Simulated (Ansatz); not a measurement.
Mulliken charges of C$_{2}$H$_{6}$SeSi, SMILES `C[SiH]1C[Se]1` from B3LYP/def2-TZVPP in Ansatz (PBE0-D4/def2-TZVP geometry).

```
atom   x (Å)   y (Å)   z (Å)  charge (e)
  C1  -1.195   0.676  -0.774      -0.358
 Si2  -0.173  -0.627   0.065       0.340
  C3   1.380  -0.169   0.934      -0.325
 Se4   1.822  -1.188  -0.759      -0.182
  H5  -1.761   0.247  -1.603       0.107
  H6  -1.905   1.118  -0.069       0.104
  H7  -0.550   1.463  -1.168       0.115
  H8  -0.980  -1.716   0.664      -0.070
  H9   1.747   0.852   0.893       0.134
 H10   1.698  -0.708   1.820       0.135
```

Q: By hand: the dipole of these point charges (1 e Å = 4.8032 D).

A: Σ q r = (-0.329, 0.266, 0.140) e Å, of length 0.446 e Å = 2.14 D.

Q: How does the dipole of the full density compare? (Estimate.)

A: Ansatz gave: (-0.375, 0.280, 0.158) e Å, 2.37 D; the point charges give 0.90 times that, at 2° from its direction.

Point charges leave out the atoms' own dipoles, such as those of lone pairs, and Mulliken's split depends on the basis, so the close match here is no proof of good charges.

B3LYP here is the variant with VWN-RPA as its local correlation; programs differ in this.
